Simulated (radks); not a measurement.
Valence configurations of neutral samarium (all share [Xe]). All-electron calculation, scalar-relativistic Kohn-Sham, BLYP, spin-unpolarised, spherical densities, finite nucleus; Fermi nuclear charge, rms radius 5.0819 fm. Program: a radial shooting solver on a logarithmic mesh with Libxc functionals. Energies are relative to 4f6 6s2; eigenvalues in eV.

\begin{tabular}{lrrrrr}
valence & E (eV) & e(4f) & e(5d) & e(6p) & e(6s) \\ \hline
4f6 6s2 & 0.000 & -2.244 & - & - & -3.450 \\
4f5 5d2 6s1 & 4.345 & -6.274 & -1.756 & - & -3.419 \\
4f6 6s1 6p1 & 2.495 & -3.532 & - & -1.607 & -4.211 \\
4f6 6s1.5 6p0.5 & 1.220 & -2.909 & - & -1.354 & -3.851 \\
4f6 5d0.5 6s1.5 & 0.988 & -1.693 & -1.236 & - & -3.272 \\
4f4 5d2 6s2 & 10.674 & -14.105 & -3.593 & - & -4.118 \\
\end{tabular}

NIST lists [Xe] 4f6 6s2 as the ground configuration; this level of theory agrees among the configurations tried. The energies are those of spherical spin-averaged densities, not of single terms. No valid solution was reached for [Xe] 4f7 6s1; [Xe] 4f6.5 6s1.5; [Xe] 4f7 6s0.5 6p0.5; [Xe] 4f6.5 5d0.5 6s1.
